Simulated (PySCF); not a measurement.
C3H5BF2, SMILES FB1CC[C@@H]1F.

The structure is a stationary point at PBE-D3(BJ)/def2-SVP. The structure was generated by enumeration; whether it is a known compound was not checked.

Vertical ionisation energy (IE) and electron affinity (EA) in eV. Rows of orbital energies are one-electron estimates. Where ΔSCF, EOM or ADC give a negative EA the extra electron is unbound and the value depends on the basis.

```
level                                           IE    EA
--------------------------------------------  ----  ----
−ε(HOMO), −ε(LUMO), r2SCAN/def2-TZVP (PySCF)  7.05  1.42
−ε(HOMO), −ε(LUMO), PBE/def2-TZVP (PySCF)     6.73  1.78
```
